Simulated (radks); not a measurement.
Results of a calculation; reference values are marked as such.
Task: These are the eigenvalues of the occupied orbitals of an atom or ion with whole-number occupations (hartree). Level of theory: scalar-relativistic Kohn-Sham, r2SCAN, spin-polarised, spherical densities, finite nucleus; meta-GGA in the generalised Kohn-Sham scheme; Fermi nuclear charge, rms radius of each element as measured or else 0.836 A^(1/3) + 0.57 fm (a radial shooting solver on a logarithmic mesh with Libxc functionals).

1s up: -2482.007
1s down: -2482.005
2s up: -430.5307
2s down: -430.5294
2p up: -377.6776
2p down: -377.6761
3s up: -102.0077
3s down: -101.9477
3p up: -86.21257
3p down: -86.15224
3d up: -67.73762
3d down: -67.69137
4s up: -24.03200
4s down: -23.92108
4p up: -18.80188
4p down: -18.69333
4d up: -12.07320
4d down: -11.96543
5s up: -5.97179
5s down: -5.93113
4f up: -4.60475
5p up: -4.56034
5p down: -4.52946
4f down: -4.49875
6s up: -2.32554

Which element is it, and in what charge state? The configuration may be excited. Open shells, if any, are filled with parallel spins first.

Result: Z = 73, tantalum, charge +6: Ta6+ in [Xe] 4f12 6s1. The list shows which subshells hold electrons but not how many an open one holds; the 1s level, -2482 hartree, gives Z - s = 70.5 by -(Z - s)^2/2, which with screening and relativity narrows Z to a few neighbours, and the depths of the outer levels then fix element, charge and occupations together.
